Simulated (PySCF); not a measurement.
Record of a relaxation.

Compound: 1,4-bis(methylsulfanyl)benzene, C₈H₁₀S₂.
Bonds: C1–S2, S2–C3, C3–C4 (aromatic), C4–C5 (aromatic), C5–C6 (aromatic), C6–S7, S7–C8, C6–C9 (aromatic), C9–C10 (aromatic), C3–C10 (aromatic). Hydrogens: H11, H12, H13 on C1; H14 on C4; H15 on C5; H16, H17, H18 on C8; H19 on C9; H20 on C10.

Method: PBE0-D3(BJ)/def2-SVP geometry optimisation, gas phase in PySCF 2.14.0; density fitting, grid level 1; the optimiser is geomeTRIC in internal coordinates, started from a GFN2-xTB structure with every atom displaced at random (about 0.01 Å). 6 of its 8 geometries are shown. The frame can shift and turn from step to step; on so coarse a grid that alone can change the energy by a few meV, and forces under 0.02 eV/Å are noise.

Step 0: E = -30099.7383 eV, largest atomic force 3.534 eV/Å
```
atom  x, y, z in Å  |  force x, y, z in eV/Å
C1     -4.029   -0.006   -0.142    0.048   0.854  -0.606
S2     -2.882   -1.116   -0.948   -0.061  -0.110  -0.071
C3     -1.311   -0.458   -0.531    0.543   0.035   0.147
C4     -1.061    0.653    0.291   -3.526  -0.227  -0.057
C5      0.184    1.077    0.557    1.384   0.941   0.691
C6      1.288    0.431    0.033    1.490   0.208   0.194
S7      2.885    1.081    0.463   -0.049   0.100   0.015
C8      4.063    0.021   -0.424   -1.251   0.364   0.583
C9      1.094   -0.675   -0.762    0.100  -0.809  -0.720
C10    -0.189   -1.115   -1.045   -0.606   0.225   0.067
H11    -3.944   -0.025    0.942    0.082   0.030   0.417
H12    -5.030   -0.339   -0.418   -0.260  -0.247  -0.060
H13    -3.935    1.039   -0.531    0.066  -0.504   0.307
H14    -1.943    1.188    0.731    0.848  -0.332  -0.295
H15     0.338    1.932    1.202    0.009   0.353   0.223
H16     3.984   -0.987   -0.033    0.151  -0.574   0.033
H17     5.032    0.438   -0.209    0.718   0.243   0.089
H18     3.846    0.061   -1.481    0.077  -0.084  -0.696
H19     1.926   -1.222   -1.208    0.059   0.036   0.070
H20    -0.367   -1.964   -1.686    0.177  -0.504  -0.332
```

Step 1: E = -30099.9064 eV, largest atomic force 0.634 eV/Å
```
atom  x, y, z in Å  |  force x, y, z in eV/Å
C1     -4.016    0.158   -0.234   -0.052  -0.354   0.268
S2     -2.916   -1.110   -0.882    0.039  -0.009   0.001
C3     -1.318   -0.488   -0.462   -0.217  -0.045  -0.075
C4     -1.095    0.623    0.354    0.590   0.181   0.145
C5      0.211    1.052    0.616   -0.363  -0.114  -0.059
C6      1.317    0.388    0.075   -0.119  -0.035  -0.027
S7      2.904    1.044    0.465    0.009  -0.052  -0.030
C8      4.009   -0.033   -0.454    0.155   0.093   0.024
C9      1.084   -0.735   -0.734    0.046   0.096   0.068
C10    -0.212   -1.160   -0.997    0.047  -0.060  -0.037
H11    -4.015    0.176    0.871   -0.003   0.032  -0.155
H12    -5.024   -0.116   -0.577    0.020   0.029  -0.004
H13    -3.751    1.139   -0.629    0.009   0.295  -0.105
H14    -1.909    1.182    0.810   -0.140  -0.018  -0.014
H15     0.361    1.923    1.257    0.026   0.043   0.015
H16     3.964   -1.071   -0.091    0.009  -0.002  -0.017
H17     5.020    0.364   -0.267   -0.084  -0.080  -0.047
H18     3.808    0.002   -1.536    0.020  -0.003   0.047
H19     1.915   -1.285   -1.175    0.013  -0.030  -0.018
H20    -0.368   -2.031   -1.641   -0.004   0.033   0.021
```

Step 3: E = -30099.9147 eV, largest atomic force 0.165 eV/Å
```
atom  x, y, z in Å  |  force x, y, z in eV/Å
C1     -4.028    0.136   -0.200    0.040   0.106  -0.119
S2     -2.915   -1.102   -0.884   -0.034  -0.004  -0.044
C3     -1.318   -0.466   -0.494   -0.042  -0.041   0.018
C4     -1.093    0.649    0.324    0.016  -0.030  -0.034
C5      0.204    1.070    0.587    0.040   0.090   0.067
C6      1.311    0.396    0.056    0.059  -0.030  -0.018
S7      2.904    1.025    0.477    0.021   0.025   0.015
C8      4.032   -0.050   -0.422   -0.076  -0.025  -0.005
C9      1.085   -0.722   -0.757   -0.005   0.025   0.019
C10    -0.211   -1.140   -1.030   -0.087   0.029   0.029
H11    -3.986    0.171    0.897    0.011   0.000   0.065
H12    -5.038   -0.173   -0.501   -0.010  -0.015  -0.003
H13    -3.827    1.138   -0.617   -0.024  -0.129   0.044
H14    -1.928    1.197    0.767    0.076  -0.027  -0.030
H15     0.359    1.944    1.225    0.017  -0.010  -0.006
H16     3.964   -1.093   -0.082   -0.007  -0.004   0.003
H17     5.040    0.324   -0.205    0.033   0.031   0.025
H18     3.866    0.003   -1.508   -0.007  -0.001  -0.024
H19     1.917   -1.279   -1.191   -0.009   0.017   0.006
H20    -0.369   -2.011   -1.672   -0.010  -0.007  -0.008
```

Step 4: E = -30099.9166 eV, largest atomic force 0.048 eV/Å
```
atom  x, y, z in Å  |  force x, y, z in eV/Å
C1     -4.028    0.130   -0.207    0.002   0.003  -0.016
S2     -2.910   -1.101   -0.890   -0.008   0.015  -0.015
C3     -1.316   -0.463   -0.490    0.005  -0.020   0.007
C4     -1.085    0.651    0.326   -0.025   0.019   0.010
C5      0.211    1.076    0.595   -0.029  -0.031  -0.021
C6      1.316    0.400    0.062    0.022   0.010   0.009
S7      2.908    1.029    0.479    0.009  -0.017  -0.015
C8      4.022   -0.053   -0.426    0.011   0.007   0.005
C9      1.085   -0.717   -0.751    0.022  -0.004  -0.003
C10    -0.211   -1.138   -1.025   -0.019   0.031   0.027
H11    -3.986    0.164    0.892    0.003   0.000   0.010
H12    -5.037   -0.183   -0.509   -0.002  -0.005   0.006
H13    -3.830    1.130   -0.621   -0.004  -0.010   0.000
H14    -1.917    1.202    0.767    0.002   0.001  -0.002
H15     0.367    1.951    1.232    0.001  -0.005  -0.003
H16     3.950   -1.096   -0.084   -0.001   0.002   0.002
H17     5.033    0.318   -0.212    0.013  -0.003   0.000
H18     3.850    0.000   -1.512    0.000   0.002  -0.002
H19     1.917   -1.273   -1.186   -0.003   0.004   0.001
H20    -0.368   -2.008   -1.669    0.003   0.001   0.001
```

Step 6: E = -30099.9170 eV, largest atomic force 0.023 eV/Å
```
atom  x, y, z in Å  |  force x, y, z in eV/Å
C1     -4.033    0.126   -0.207   -0.001  -0.016   0.017
S2     -2.911   -1.097   -0.899    0.003   0.009  -0.012
C3     -1.319   -0.460   -0.491    0.004  -0.002   0.008
C4     -1.087    0.655    0.325    0.011  -0.007  -0.009
C5      0.211    1.076    0.593    0.002   0.014   0.011
C6      1.318    0.400    0.062   -0.008  -0.009  -0.006
S7      2.912    1.028    0.479   -0.009   0.004   0.002
C8      4.027   -0.054   -0.425    0.003   0.000  -0.001
C9      1.085   -0.716   -0.750   -0.004   0.007   0.004
C10    -0.212   -1.134   -1.023    0.004  -0.014  -0.008
H11    -3.985    0.156    0.892    0.001   0.002  -0.007
H12    -5.041   -0.193   -0.505    0.001  -0.002   0.005
H13    -3.843    1.127   -0.619   -0.001   0.016  -0.008
H14    -1.917    1.210    0.763   -0.005   0.004   0.003
H15     0.368    1.951    1.229   -0.001   0.003   0.002
H16     3.954   -1.097   -0.083    0.001   0.000  -0.001
H17     5.039    0.316   -0.208   -0.005  -0.003  -0.001
H18     3.858    0.000   -1.510    0.002   0.000   0.002
H19     1.915   -1.273   -1.186    0.002  -0.004  -0.003
H20    -0.370   -2.003   -1.667    0.002  -0.001   0.001
```

Step 7: E = -30099.9173 eV, largest atomic force under 0.02 eV/Å
```
atom  x, y, z in Å  |  force x, y, z in eV/Å
C1     -4.032    0.123   -0.202    0.000   0.000   0.003
S2     -2.911   -1.093   -0.906   -0.001   0.006  -0.014
C3     -1.318   -0.457   -0.498    0.003  -0.001   0.012
C4     -1.087    0.658    0.318   -0.013  -0.001  -0.006
C5      0.210    1.079    0.589    0.007  -0.004  -0.002
C6      1.317    0.402    0.060    0.003   0.005   0.005
S7      2.910    1.028    0.481    0.002  -0.001  -0.002
C8      4.027   -0.055   -0.419    0.001   0.000   0.001
C9      1.086   -0.715   -0.753   -0.004   0.003   0.000
C10    -0.211   -1.133   -1.028    0.001  -0.005  -0.002
H11    -3.976    0.150    0.896    0.003   0.001   0.000
H12    -5.041   -0.200   -0.493    0.000  -0.003   0.003
H13    -3.851    1.127   -0.613   -0.002  -0.002  -0.001
H14    -1.918    1.213    0.754    0.002   0.001   0.001
H15     0.366    1.954    1.225   -0.001  -0.001   0.000
H16     3.950   -1.098   -0.078    0.000   0.001   0.000
H17     5.038    0.313   -0.199    0.000   0.000   0.000
H18     3.861    0.000   -1.505    0.000   0.001   0.000
H19     1.917   -1.273   -1.187   -0.001   0.001   0.001
H20    -0.367   -2.003   -1.672    0.000  -0.002   0.001
```

Q: Summarise the path.

A: The energy falls by 0.1790 eV from step 0 to step 7; nine tenths of that is first reached at step 1. It never rises by more than 0.2 meV. The largest force goes from 3.534 to under 0.02 eV/Å. Among the bonds C4–C5 changes most, from 1.342 to 1.390 Å; the atoms move by 0.050 Å rms after alignment.

Q: Follow the three bonds and two angles with the largest change from start to end.

A: 
```csv
step,E above end (eV),largest force (eV/Å),C4–C5 (Å),C4–H14 (Å),C6–C9 (Å),S7–C8–H16 (°),C3–C4–H14 (°)
0,0.1790,3.534,1.342,1.121,1.376,108.6,117.8
1,0.0110,0.634,1.399,1.088,1.404,111.8,122.3
2,0.0043,0.175,1.393,1.091,1.402,111.9,121.1
3,0.0027,0.165,1.389,1.093,1.401,112.0,120.9
4,0.0008,0.048,1.390,1.091,1.401,112.0,120.7
5,0.0010,0.074,1.391,1.090,1.400,111.9,120.9
6,0.0003,0.023,1.390,1.090,1.401,111.9,120.9
7,0.0000,under 0.02,1.390,1.091,1.401,111.9,120.8
```

What follows is the cost of the whole optimisation. On an Intel Xeon 6975P-C with one thread, on a shared host, this took 1.8 min wall and 0.89 GiB of memory at its peak.
